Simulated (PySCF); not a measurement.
# Nb²⁺: ionisation energy

Nb²⁺ [Kr] 4d3 (4F) → Nb³⁺ [Kr] 4d2 (3F), as a difference of total energies. All numbers are calculated (PySCF 2.14, the spin-free X2C one-electron Hamiltonian (Gaussian nucleus), in x2c-TZVPPall (8s6p6d2f1g, 79 functions)). Correlated levels: valence: [Kr] frozen; valence and next inner shell: [Ar] 3d10 frozen. The calculations carry no spin-orbit coupling.

```tsv
method	ionisation energy (eV)	plus first-order spin-orbit estimate	difference from reference of that sum (eV)
UHF	24.234	24.213	-0.827
LDA	25.644	25.622	+0.582
PBE	25.525	25.504	+0.464
PBE0	25.430	25.408	+0.368
r2SCAN	25.475	25.453	+0.413
M06	25.274	25.253	+0.213
BLYP	25.295	25.273	+0.233
wB97X	25.042	25.020	-0.020
wB97M-V	25.161	25.139	+0.099
MP2 (valence)	24.541	24.519	-0.521
SCS-MP2 (valence)	24.336	24.315	-0.725
MP2 (valence and next inner shell)	25.003	24.981	-0.059
SCS-MP2 (valence and next inner shell)	24.792	24.770	-0.270
```

Reference: 25.04 eV (semi-empirical (NIST evaluation); NIST Atomic Spectra Database, ionization energies).

A first-order spin-orbit estimate (lowest level to lowest level, LS coupling) adds -0.021 eV.

Errors of the correlated levels include the incompleteness of this basis and the frozen core.
